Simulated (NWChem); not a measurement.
Molecule: CH₅BrSn; SMILES [CH3][SnH2][Br]

```xyz
8

Sn     0.3270    -0.7865    -0.0004
C     -1.5878    -1.7438    -0.0008
Br    -0.1082     1.6867     0.0000
H      1.2360    -1.1008    -1.4170
H      1.2358    -1.1013     1.4162
H     -2.1474    -1.4447     0.8958
H     -1.4594    -2.8361    -0.0033
H     -2.1488    -1.4409    -0.8953
```
Atoms are numbered in this order, from 1.

Program: NWChem. STO-3G and 3-21G are far too small for this property and stand as cheap habits. Geometry: optimised at PBE0/def2-SVP (def2 core potentials past Kr). B3LYP is NWChem's, with the RPA form of VWN correlation. Field at 589 nm.

**Question.** Estimate the computed values for B3LYP/STO-3G (all-electron, non-relativistic). Quantities: isotropic polarisability (bohr³); anisotropy (bohr³).

**Answer.** The isotropic polarisability (bohr³) is 28.0. The anisotropy (bohr³) is 19.7.
